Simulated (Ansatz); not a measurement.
Consider the redistribution: `[OH][Ge]([OH])([OH])[Cl]` + `ClC1C[SiH2][SiH2]1` → `[OH][Ge]([OH])([Cl])[Cl]` + `OC1C[SiH2][SiH2]1`.

Gas-phase electronic energies from Ansatz, PBE0-D4/def2-TZVP geometries. CBS: MP2 limit from def2 TZ/QZ plus the TZ coupled-cluster correction, frozen cores. For Ge outer-core shells are correlated without core-valence functions, which leaves a few kJ/mol of doubt a bond. Scalar relativity is left out up to krypton. Each species was taken in one conformer, which may not be the lowest.

```json
{"species": "`[OH][Ge]([OH])([OH])[Cl]`", "SCS-MP2/def2-TZVPP energy (Eh)": "-2762.58491"}
{"species": "`ClC1C[SiH2][SiH2]1`", "SCS-MP2/def2-TZVPP energy (Eh)": "-1117.99305"}
{"species": "`[OH][Ge]([OH])([Cl])[Cl]`", "SCS-MP2/def2-TZVPP energy (Eh)": "-3146.57556"}
{"species": "`OC1C[SiH2][SiH2]1`", "SCS-MP2/def2-TZVPP energy (Eh)": "-733.99745"}
```

Work out ΔE.

ΔE = (-3146.57556) + (-733.99745) − (-2762.58491) − (-1117.99305) = 0.00495 Eh = +0.13 eV. CCSD(T)/CBS gives +0.10 eV.

Largest T1 diagnostic among the species: 0.012.

The D4 term adds +0.04 eV with B3LYP and +0.02 eV with PBE0; it sums over pairs of atoms, weighted by their polarisabilities, and B3LYP, whose exchange is more repulsive, gets the larger term. In def2-TZVPP, CCSD(T) changes the Hartree–Fock value by +0.07 eV (the triples alone add +0.01 eV) and MP2 by +0.13 eV.

B3LYP here is the variant with VWN-RPA as its local correlation; programs differ in this.
